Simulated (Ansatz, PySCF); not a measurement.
Potential energy curve for BrBe (cation, charge +1), lowest singlet found (which spin is the ground state isn't settled by this scan).

Methods: UHF/cc-pVDZ (Ansatz, a quantum-chemistry and plane-wave program); RHF/cc-pVDZ (Ansatz); UKS-CAM-B3LYP = Ansatz with unrestricted CAM-B3LYP/cc-pVDZ; RKS-CAM-B3LYP = Ansatz with restricted CAM-B3LYP/cc-pVDZ; UKS-B3LYP = unrestricted B3LYP/cc-pVDZ (Ansatz); RKS-B3LYP = restricted B3LYP/cc-pVDZ (Ansatz); UKS-PBE = Ansatz with unrestricted PBE/cc-pVDZ; RKS-PBE = restricted PBE/cc-pVDZ (Ansatz); UKS-B3LYP/6-31G* = unrestricted B3LYP/6-31G*, spherical d (PySCF 2.14.0); RKS-B3LYP/6-31G* = PySCF 2.14.0 with restricted B3LYP/6-31G*, spherical d; UKS-B3LYP/LANL2DZ = unrestricted B3LYP/LANL2DZ, with its core potentials past Ne (PySCF); RKS-B3LYP/LANL2DZ = restricted B3LYP/LANL2DZ, with its core potentials past Ne run with PySCF.

Scanned distances (Å): 1.55, 1.67, 1.79, 1.89, 1.98, 2.05, 2.13, 2.18, 2.23, 2.33, 2.43, 2.56, 2.73, 2.90.

Task: Where does the unrestricted solution first break spin symmetry (<S²> of 0.01 or more)?

Result: UHF: between 2.33 and 2.43 Å; UKS-CAM-B3LYP: between 2.56 and 2.73 Å; UKS-B3LYP: between 2.56 and 2.73 Å; UKS-PBE: between 2.43 and 2.56 Å; UKS-B3LYP/6-31G*: between 2.43 and 2.56 Å; UKS-B3LYP/LANL2DZ: between 2.56 and 2.73 Å.

| R / Å | <S²> UHF | E(RHF) − E(UHF) / kcal/mol | <S²> UKS-CAM-B3LYP | E(RKS-CAM-B3LYP) − E(UKS-CAM-B3LYP) / kcal/mol | <S²> UKS-B3LYP | E(RKS-B3LYP) − E(UKS-B3LYP) / kcal/mol | <S²> UKS-PBE | E(RKS-PBE) − E(UKS-PBE) / kcal/mol | <S²> UKS-B3LYP/6-31G* | E(RKS-B3LYP/6-31G*) − E(UKS-B3LYP/6-31G*) / kcal/mol | <S²> UKS-B3LYP/LANL2DZ | E(RKS-B3LYP/LANL2DZ) − E(UKS-B3LYP/LANL2DZ) / kcal/mol |
|---|---|---|---|---|---|---|---|---|---|---|---|---|
| 1.55 | 0.00 | 0.0 | 0.00 | 0.0 | 0.00 | 0.0 | 0.00 | 0.0 | 0.00 | 0.0 | 0.00 | 0.0 |
| 1.67 | 0.00 | 0.0 | 0.00 | 0.0 | 0.00 | 0.0 | 0.00 | 0.0 | 0.00 | 0.0 | 0.00 | 0.0 |
| 1.79 | 0.00 | 0.0 | 0.00 | 0.0 | 0.00 | 0.0 | 0.00 | 0.0 | 0.00 | 0.0 | 0.00 | 0.0 |
| 1.89 | 0.00 | 0.0 | 0.00 | 0.0 | 0.00 | 0.0 | 0.00 | 0.0 | 0.00 | 0.0 | 0.00 | 0.0 |
| 1.98 | 0.00 | 0.0 | 0.00 | 0.0 | 0.00 | 0.0 | 0.00 | 0.0 | 0.00 | 0.0 | 0.00 | 0.0 |
| 2.05 | 0.00 | 0.0 | 0.00 | 0.0 | 0.00 | 0.0 | 0.00 | 0.0 | 0.00 | 0.0 | 0.00 | 0.0 |
| 2.13 | 0.00 | 0.0 | 0.00 | 0.0 | 0.00 | 0.0 | 0.00 | 0.0 | 0.00 | 0.0 | 0.00 | 0.0 |
| 2.18 | 0.00 | 0.0 | 0.00 | 0.0 | 0.00 | 0.0 | 0.00 | 0.0 | 0.00 | 0.0 | 0.00 | 0.0 |
| 2.23 | 0.00 | 0.0 | 0.00 | 0.0 | 0.00 | 0.0 | 0.00 | 0.0 | 0.00 | 0.0 | 0.00 | 0.0 |
| 2.33 | 0.00 | 0.0 | 0.00 | 0.0 | 0.00 | 0.0 | 0.00 | 0.0 | 0.00 | 0.0 | 0.00 | 0.0 |
| 2.43 | 0.13 | 0.2 | 0.00 | 0.0 | 0.00 | 0.0 | 0.00 | 0.0 | 0.00 | 0.0 | 0.00 | 0.0 |
| 2.56 | 1.01 | 9.2 | 0.00 | 0.0 | 0.00 | 0.0 | 0.11 | 0.1 | 0.02 | 0.0 | 0.00 | 0.0 |
| 2.73 | 1.01 | 21.0 | 0.39 | 0.5 | 0.31 | 0.5 | 0.37 | 1.1 | 0.34 | 0.6 | 0.23 | 0.5 |
| 2.90 | 1.01 | 31.4 | 1.00 | 6.4 | 0.71 | 3.3 | 0.59 | 3.1 | 0.72 | 3.4 | 0.71 | 3.1 |
